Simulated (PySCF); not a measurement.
**Excitation energy of I⁺ by level of theory**

I⁺ [Kr] 4d10 5s2 5p4 (3P) → I⁺ [Kr] 4d10 5s1 5p4 5d1 (high-spin determinant), as a difference of total energies. Calculation: PySCF 2.14, in aug-cc-pwCVDZ-PP with ECP28MDF; scalar relativity through the core potential. Correlated levels: valence and next inner shell: nothing frozen outside the core potential. The calculations carry no spin-orbit coupling.

| method | excitation energy (eV) |
| --- | --- |
| UHF | 20.294 |
| MP2 (valence and next inner shell) | 21.350 |
| SCS-MP2 (valence and next inner shell) | 21.186 |
| CCSD (valence and next inner shell) | 20.657 |
| CCSD(T) (valence and next inner shell) | 20.409 |

**Question.** How much does correlation contribute at CCSD(T) (valence and next inner shell)?

**Answer.** 20.409 − (20.294) = 0.115 eV, measured against UHF.

The upper state lies above the first ionisation limit, where it may autoionise and the basis confines it.

The promoted electron is Rydberg-like, and one or two diffuse shells describe it only roughly, which tends to raise the upper state.

The coupled-cluster amplitudes are large for the upper state (T1 above 0.03 or a double amplitude above 0.15), so a single reference is strained.

The determinant of the upper state mixes LS terms, which raises its energy above the lowest term, most at the Hartree-Fock and MP2 levels.
